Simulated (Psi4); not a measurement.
thioethanol (C2H6S), singlet, geometry from GFN2-xTB, atoms displaced at random by about 0.03 Å a coordinate; Psi4 1.11 with R2SCAN/STO-3G, gradient.

Input for Psi4:
```
memory 2 GB

molecule {
0 1
C     1.60126382    0.71989362   -0.04637421
C     0.02912450    0.81657847    0.02351385
S    -0.75033269   -0.87851826   -0.02222595
H    -2.03809838   -0.38666423    0.05931917
H    -0.30116181    1.34330850    0.89659555
H    -0.35892363    1.36361577   -0.93233050
H     1.96809510    1.69125771   -0.07609302
H     1.87947353    0.10873714    0.85331153
H     1.86121567    0.15422297   -0.90473164
symmetry c1
no_reorient
no_com
}

set {
  basis sto-3g
}

gradient('r2scan')
print_variables()
```

The log (banner, timings and long lists left out):

```
gradient() will perform analytic gradient computation.

   => Loading Basis Set <=

    Name: STO-3G
    Role: ORBITAL
    Keyword: BASIS

         ---------------------------------------------------------
                                   SCF
               by Justin Turney, Rob Parrish, Andy Simmonett
                          and Daniel G. A. Smith
                              RKS Reference
         ---------------------------------------------------------

  ==> Geometry <==

    Molecular point group: c1
    Full point group: C1

    Geometry (in Angstrom), charge = 0, multiplicity = 1:

       Center              X                  Y                   Z               Mass
    ------------   -----------------  -----------------  -----------------  -----------------
         C            1.601263820000     0.719893620000    -0.046374210000    12.000000000000
         C            0.029124500000     0.816578470000     0.023513850000    12.000000000000
         S           -0.750332690000    -0.878518260000    -0.022225950000    31.972071174400
         H           -2.038098380000    -0.386664230000     0.059319170000     1.007825032230
         H           -0.301161810000     1.343308500000     0.896595550000     1.007825032230
         H           -0.358923630000     1.363615770000    -0.932330500000     1.007825032230
         H            1.968095100000     1.691257710000    -0.076093020000     1.007825032230
         H            1.879473530000     0.108737140000     0.853311530000     1.007825032230
         H            1.861215670000     0.154222970000    -0.904731640000     1.007825032230

  Running in c1 symmetry.

  Rotational constants: A =      0.92714  B =      0.17167  C =      0.15349 [cm^-1]
  Rotational constants: A =  27794.83507  B =   5146.65067  C =   4601.59847 [MHz]
  Nuclear repulsion =  105.397192805005801

  Charge       = 0
  Multiplicity = 1
  Electrons    = 34
  Nalpha       = 17
  Nbeta        = 17

  ==> Algorithm <==

  SCF Algorithm Type is DF.
  DIIS enabled.
  MOM disabled.
  Fractional occupation disabled.
  Guess Type is SAD.
  Energy threshold   = 1.00e-08
  Density threshold  = 1.00e-08
  Integral threshold = 1.00e-12

  ==> Primary Basis <==

  Basis Set: STO-3G
    Blend: STO-3G
    Number of shells: 17
    Number of basis functions: 25
    Number of Cartesian functions: 25
    Spherical Harmonics?: true
    Max angular momentum: 1

  ==> DFT Potential <==

   => LibXC <=

    Version 7.1.2
[...]
  @DF-RKS Final Energy:  -472.57806556123688
    Total Energy =                       -472.5780655612368832
[...]
    Spherical Harmonics?: true
    Max angular momentum: 4

  ==> DFT Potential <==

   => LibXC <=

    Version 7.1.2
    S. Lehtola, C. Steigemann, M. J. T. Oliveira, and M. A. L. Marques,  SoftwareX 7, 1–5 (2018) (10.1016/j.softx.2017.11.002)

   => Composite Functional: R2SCAN <=

    r2SCAN Meta-GGA XC Functional  (0.1021/acs.jpclett.0c02405)
    J. W. Furness, A. D. Kaplan, J. Ning, J. P. Perdew, J. Sun  J. Phys. Chem. Lett.  11, 8208–8215, 2020

    Deriv               =              1
    GGA                 =           TRUE
    Meta                =           TRUE

    Exchange Hybrid     =          FALSE
    MP2 Hybrid          =          FALSE

   => Exchange Functionals <=

    1.0000   XC_MGGA_X_R2SCAN

   => Correlation Functionals <=

    1.0000   XC_MGGA_C_R2SCAN

   => LibXC Density Thresholds  <==

    XC_MGGA_C_R2SCAN:  1.00E-15
    XC_MGGA_X_R2SCAN:  1.00E-11

   => Molecular Quadrature <=

    Radial Scheme          =       TREUTLER
    Pruning Scheme         =           NONE
    Nuclear Scheme         =       TREUTLER

    Blocking Scheme        =         OCTREE
    BS radius alpha        =              1
    Pruning alpha          =              1
    Radial Points          =             75
    Spherical Points       =            302
    Total Points           =         191672
    Total Blocks           =           1474
    Max Points             =            256
    Max Functions          =             24
    Weights Tolerance      =       1.00E-15

  -Total Gradient:
     Atom            X                  Y                   Z
    ------   -----------------  -----------------  -----------------
       1        0.062881707966     0.055057088122    -0.045762938034
       2        0.009065406317     0.012880313882     0.069588122422
       3        0.000289154140    -0.009683887158    -0.004397845944
       4       -0.011821726095     0.003140035964     0.000753001250
       5        0.005005890870    -0.016014096583    -0.020817354031
       6       -0.015106043331     0.011202525836    -0.037049918227
       7       -0.030113741339    -0.046303683962    -0.003464874285
       8       -0.009217411487    -0.019442752916     0.012593602923
       9       -0.012412785350     0.012408523622     0.028815320028

  Variable Map:
  ----------------------------------------------------------------------------
[...]
  Array Variable Map:
  ----------------------------------------------------------------------------
[...]
[...]
```
